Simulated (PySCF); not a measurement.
## Electron correlation in O (oxygen, neutral)

[He] 2s1 2p5, high-spin 3P determinant (an excited configuration). Calculation: PySCF 2.14, in aug-cc-pCVTZ-DK (7s6p4d2f, 59 functions); the spin-free X2C one-electron Hamiltonian (Gaussian nucleus). Frozen: 1s2; 6 electrons correlated.

```csv
level,correlation energy (mhartree)
CCSD,-212.12
(T),-15.50
CCSD(T),-227.62
```

Diagnostics: T1 = 0.023, D1 = 0.0599, largest double amplitude 0.209.

A double-excitation amplitude exceeds 0.15, a sign of near-degeneracy.

Cost of the coupled-cluster step: about 9 core-seconds, for 6 correlated electrons.

Iterations:

```
CC2 = 0
CCSD nocc = (np.int64(4), np.int64(2)), nmo = (58, 58)
frozen orbitals [[0], [0]]
max_cycle = 100
direct = 0
conv_tol = 1e-08
conv_tol_normt = 1e-06
diis_space = 8
diis_start_cycle = 0
Init t2, MP2 energy = -0.181106973673733
Init E_corr(UCCSD) = -0.181106973674366
cycle = 1  E_corr(UCCSD) = -0.194575762898904  dE = -0.0134687892  norm(t1,t2) = 0.0589391
cycle = 2  E_corr(UCCSD) = -0.200642525165599  dE = -0.00606676227  norm(t1,t2) = 0.0372876
cycle = 3  E_corr(UCCSD) = -0.208318862907631  dE = -0.00767633774  norm(t1,t2) = 0.0271735
cycle = 4  E_corr(UCCSD) = -0.209291091295393  dE = -0.000972228388  norm(t1,t2) = 0.0149638
cycle = 5  E_corr(UCCSD) = -0.209706796960512  dE = -0.000415705665  norm(t1,t2) = 0.0127927
cycle = 6  E_corr(UCCSD) = -0.211731025417951  dE = -0.00202422846  norm(t1,t2) = 0.00985461
cycle = 7  E_corr(UCCSD) = -0.211803595586223  dE = -7.25701683e-05  norm(t1,t2) = 0.00395982
cycle = 8  E_corr(UCCSD) = -0.211978284104562  dE = -0.000174688518  norm(t1,t2) = 0.00207388
cycle = 9  E_corr(UCCSD) = -0.212100496668416  dE = -0.000122212564  norm(t1,t2) = 0.00779525
cycle = 10  E_corr(UCCSD) = -0.212123944617893  dE = -2.34479495e-05  norm(t1,t2) = 0.000486702
cycle = 11  E_corr(UCCSD) = -0.21212416027383  dE = -2.15655937e-07  norm(t1,t2) = 0.000203608
cycle = 12  E_corr(UCCSD) = -0.212120868251779  dE = 3.29202205e-06  norm(t1,t2) = 8.4962e-05
cycle = 13  E_corr(UCCSD) = -0.212123443234196  dE = -2.57498242e-06  norm(t1,t2) = 3.22535e-05
cycle = 14  E_corr(UCCSD) = -0.212124055709107  dE = -6.12474911e-07  norm(t1,t2) = 6.95403e-06
cycle = 15  E_corr(UCCSD) = -0.212123957014649  dE = 9.86944587e-08  norm(t1,t2) = 2.72996e-06
cycle = 16  E_corr(UCCSD) = -0.212123824600503  dE = 1.32414145e-07  norm(t1,t2) = 1.22966e-06
cycle = 17  E_corr(UCCSD) = -0.212123808231506  dE = 1.63689971e-08  norm(t1,t2) = 2.48896e-06
cycle = 18  E_corr(UCCSD) = -0.212123752066929  dE = 5.6164577e-08  norm(t1,t2) = 1.0245e-06
cycle = 19  E_corr(UCCSD) = -0.212123764689246  dE = -1.26223162e-08  norm(t1,t2) = 4.96805e-07
cycle = 20  E_corr(UCCSD) = -0.21212377528761  dE = -1.0598364e-08  norm(t1,t2) = 1.34952e-06
cycle = 21  E_corr(UCCSD) = -0.21212378089179  dE = -5.60418095e-09  norm(t1,t2) = 4.46529e-07
UCCSD converged
E(UCCSD) = -74.45547999353056  E_corr = -0.2121237808917905
UCCSD(T) correction = -0.0154984462370213
```
